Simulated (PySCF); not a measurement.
Precursor series Mo OH-NH2. Gas-phase values, no solvent. One relaxed conformer stands for each flexible species; it need not be the lowest.

The charge on the central atom (Mulliken) from two functionals at the same geometries (TPSS-D3(BJ)/def2-SVP), both in PySCF: PBE-D3(BJ)/def2-TZVP and B3LYP-D3(BJ)/def2-TZVP. B3LYP has the VWN-RPA correlation part, as in Gaussian. 

```tsv
species	PBE-D3(BJ)/def2-TZVP (e)	B3LYP-D3(BJ)/def2-TZVP (e)
0 of 6 OH replaced by NH2 ([Mo(OH)6])	1.39	1.70
2 of 6 OH replaced by NH2 ([Mo(OH)4(NH2)2])	1.34	1.65
3 of 6 OH replaced by NH2	1.40	1.70
5 of 6 OH replaced by NH2 ([Mo(OH)(NH2)5])	1.55	1.84
```

Over these rows, drawn at random from the members with no instability flagged (it was tested for open shells, ions and some series alone), PBE minus B3LYP-D3(BJ): mean -0.31 e, from -0.32 e to -0.30 e.
